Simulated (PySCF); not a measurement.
## Basis and Hamiltonian dependence of the ionisation energy of Ta

Ta [Xe] 4f14 5d3 6s2 (4F) → Ta⁺ [Xe] 4f14 5d3 6s1 (5F). All values are computed (PySCF 2.14, energy differences of UHF-based or UKS calculations, no spin-orbit coupling). Values in eV.

```
                                                                               basis    Hamiltonian  functions    UHF    LDA   PBE0  MP2 (valence)  CCSD(T) (valence)  CCSD(T) (valence and next inner shell)
                                def2-SVP with the def2 core potential (60 electrons)            ECP         32  5.730  7.626    n/a          6.585                n/a                                     n/a
                                                            cc-pVDZ-PP with ECP60MDF            ECP         38  5.766    n/a    n/a          6.810                n/a                                     n/a
                               def2-TZVP with the def2 core potential (60 electrons)            ECP         40  5.723    n/a    n/a          6.721                n/a                                     n/a
                                                        aug-cc-pVDZ-PP with ECP60MDF            ECP         54  5.760  7.652  7.080          6.869              7.219                                     n/a
                             def2-TZVPPD with the def2 core potential (60 electrons)            ECP         59  5.723  7.613  7.040          6.864              7.178                                   7.340
                                                      aug-cc-pwCVDZ-PP with ECP60MDF            ECP         70  5.736  7.625  7.054          6.854              7.192                                   7.338
                             def2-QZVPPD with the def2 core potential (60 electrons)            ECP         84  5.723  7.608  7.033          6.917              7.228                                   7.381
                                                        aug-cc-pVTZ-PP with ECP60MDF            ECP         88  5.739  7.621  7.045          6.950              7.267                                     n/a
                                                                        x2c-TZVPPall  spin-free X2C         97  5.772  7.770  7.187          6.929              7.272                                     n/a
                                                                        ANO-RCC-VTZP  spin-free X2C        104  5.758  7.774  7.163          6.782              7.154                                     n/a
aug-cc-pVTZ-PP with one added diffuse shell each of s, p, d, f, g type with ECP60MDF            ECP        113  5.738  7.621  7.045          6.950                n/a                                     n/a
                   x2c-TZVPPall with one added diffuse shell each of s, p, d, f type  spin-free X2C        113  5.772  7.766  7.184          6.938              7.280                                     n/a
                                                                        x2c-QZVPPall  spin-free X2C        144  5.737    n/a    n/a            n/a                n/a                                     n/a
                                                        aug-cc-pV5Z-PP with ECP60MDF            ECP        197  5.735    n/a    n/a            n/a                n/a                                     n/a
```

Frozen in the all-electron rows: valence: [Xe] 4f14; valence and next inner shell: [Kr] 4d10 4f14; with a core potential, the same shells as far as they lie outside it.

Reference for a calculation without spin-orbit coupling: 7.573 eV (measured, between term centres; NIST).
